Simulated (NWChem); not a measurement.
System: CH4GeOS, singlet; SMILES C[O][Ge][SH]

```xyz
8

Ge     0.6535     0.0093    -0.0001
O     -0.7438    -1.1071    -0.0011
C     -0.5957    -2.4992     0.0007
H     -1.0768    -2.9308     0.8951
H     -1.0873    -2.9336    -0.8866
H      0.4628    -2.8270    -0.0050
S     -0.6330     1.8484     0.0002
H      0.4411     2.6694     0.0005
```
Atoms are numbered in this order, from 1.

Computed with NWChem. Low-valent species are run as closed-shell singlets; no triplet was tried in these runs. All runs use the structure optimised with PBE0/def2-SVP. Ions are spin-unrestricted doublets at the neutral geometry; other ion states weren't tried.

For level PBE/def2-SVP:

```
Quantity                               Value
-------------------------------------  -----
vertical ionisation energy, ΔSCF (eV)   8.80
−ε(HOMO) (eV)                           5.79
```

**Question.** How do the values read with level B3LYP/def2-SVP instead?

**Answer.** 
* **vertical ionisation energy, ΔSCF (eV)**: 9.03
* **−ε(HOMO) (eV)**: 6.71
